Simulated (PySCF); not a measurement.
**Radial density of Pd³²⁺ (palladium, charge +32)**

UHF, [Ne] 3s2 3p2, high-spin 3P determinant. All numbers are calculated (PySCF 2.14, scalar relativity by spin-free X2C-1e, in an even-tempered Gaussian basis (18 s from 4.7 bohr⁻², ratio 2.5; 12 p from 6.1 bohr⁻², ratio 2.5; 5 d from 26 bohr⁻², ratio 2.7; 4 f from 38 bohr⁻², ratio 2.7)).

```csv
r (bohr),4πr²ρ (e/bohr),4πr²(ρα − ρβ)
0.0264,57.16,0.5984
0.0444,47.78,1.8542
0.0747,62.24,2.8064
0.126,57.86,0.3466
0.211,19.58,3.5466
0.355,14.48,6.8022
0.598,1.223,0.5949
1.01,0.002970,0.0010
```

Densities and radii are taken from the X2C orbitals without a picture-change correction, which distorts them close to the nucleus.

Spin-orbit coupling is strong in this species (close to jj coupling), so the high-spin LS determinant is a model state, not a physical level.
